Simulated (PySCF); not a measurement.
Compound: C3H4FNOSi.
Numbering: `[CH2:1]=[CH:2][O:3][Si@@H:4]([F:5])[C:6]#[N:7]` (hydrogens: H8, H9 on C1; H10 on C2; H11 on Si4)

Geometry (PBE0-D3(BJ)/def2-SVP, Å), atoms numbered from 1 in this order:
```xyz
11
C3H4FNOSi angstrom
C      1.6627    0.3068    0.5667
C      1.3805   -0.4880   -0.4646
O      0.1597   -0.6728   -1.0264
Si    -1.3041    0.0008   -0.7048
F     -2.3541   -0.7192   -1.6803
C     -1.8037   -0.4122    1.0298
N     -2.1024   -0.6403    2.1262
H      2.6901    0.3653    0.9276
H      0.9066    0.9007    1.0883
H      2.1443   -1.0878   -0.9677
H     -1.3414    1.4606   -0.9101
```

Method: PBE0-D3(BJ)/def2-SVP geometry optimisation, gas phase (PySCF).

Masses are those of the commonest isotopes; rigid-rotor values at the optimised geometry. The values belong to one conformer with, in the numbering `[CH2:1]=[CH:2][O:3][Si@@H:4]([F:5])[C:6]#[N:7]`, C1–C2–O3–Si4 2°, C2–O3–Si4–F5 -177°.

(1) Give the principal moments of inertia and the rotational constants in cm⁻¹.

(2) What kind of rotor is it?

(3) What does the inertial defect say?

(4) Where do the levels up to J = 3 lie, in cm⁻¹?

(5) Predict some low-J microwave lines.

(6) Estimate the classical rotational partition function at 10 K, 50 K and 200 K.

Answers

(1) Ia = 183.30, Ib = 277.35, Ic = 425.82 u·Å²; 505379 MHz·u·Å²/I gives 2757, 1822 and 1187 MHz, that is A = 0.09197, B = 0.06078, C = 0.03959 cm⁻¹.

(2) An asymmetric top: κ = (2 × 1822 − 2757 − 1187)/(2757 − 1187) = -0.19.

(3) Not planar: Δ = Ic − Ia − Ib = -34.83 u·Å². For a rigid frame Δ = −2 Σ m c², so Σ m c² = 17.42 u·Å² lies off the ab plane: 5.64 from hydrogen and 11.78 from heavier atoms. The atom farthest from that plane is 1.87 Å away.

(4) Above 0(0,0):
J = 1: 1(0,1) 0.1004, 1(1,1) 0.1316, 1(1,0) 0.1527
J = 2: 2(0,2) 0.2934, 2(1,2) 0.3111, 2(1,1) 0.3747, 2(2,1) 0.4682, 2(2,0) 0.4759
J = 3: 3(0,3) 0.5686, 3(1,3) 0.5762, 3(1,2) 0.7015, 3(2,2) 0.7693, 3(2,1) 0.8029, 3(3,1) 0.9824, 3(3,0) 0.9843
The levels of one J sum to (2J + 1)J(J + 1)(A + B + C)/3.

(5) The dipole components are |μa| = 2.19 D, |μb| = 1.46 D, |μc| = 1.42 D. Intensities carry the squares of the components, which stand as 1.00 : 0.44 : 0.42 (a : b : c). Some of the stronger lines:

| type | branch | J(Ka,Kc) | MHz | lower level (cm⁻¹) |
| --- | --- | --- | --- | --- |
| a | Q | 4(3,1) ← 4(3,2) | 363 | 1.395 |
| b | Q | 1(1,0) ← 1(0,1) | 1570 | 0.100 |
| a | R | 1(0,1) ← 0(0,0) | 3009 | 0.000 |
| b | R | 2(0,2) ← 1(1,1) | 4852 | 0.132 |
| b | Q | 5(2,3) ← 5(1,4) | 5113 | 1.630 |
| b | Q | 4(4,0) ← 4(3,1) | 8137 | 1.407 |
| a | R | 3(1,2) ← 2(1,1) | 9798 | 0.375 |
| b | Q | 5(5,1) ← 5(4,2) | 10810 | 2.197 |
| a | R | 4(2,3) ← 3(2,2) | 11850 | 0.769 |
| a | R | 4(3,1) ← 3(3,0) | 12682 | 0.984 |
| a | R | 5(2,4) ← 4(2,3) | 14538 | 1.165 |
| a | R | 5(1,4) ← 4(1,3) | 15167 | 1.124 |
| b | R | 3(3,1) ← 2(2,0) | 15185 | 0.476 |
| b | R | 4(3,2) ← 3(2,1) | 17758 | 0.803 |
| c | R | 5(2,4) ← 4(1,4) | 21752 | 0.924 |
| b | R | 5(4,2) ← 4(3,1) | 23678 | 1.407 |
| b | R | 5(5,1) ← 4(4,0) | 26351 | 1.679 |

(6) Point group C1, symmetry number σ = 1; q = (√π/σ)·√((kT/h)³/(ABC)), k/h = 20836.6 MHz/K: 2180 at 10 K, 24400 at 50 K, 195000 at 200 K.

No PBE0-D3(BJ)/def2-SVP frequencies stand behind this structure, so it isn't proved a minimum. No vibrational averaging or centrifugal distortion is included, and the geometry carries the error of its method. Quadrupole hyperfine structure (14N) is left out.

On one thread, Arm Neoverse V2 (aarch64), shared host with 32 logical CPUs at a one-minute load of 39, this took 36 s of wall time and 0.50 GiB of memory at its peak. This is the geometry optimisation.
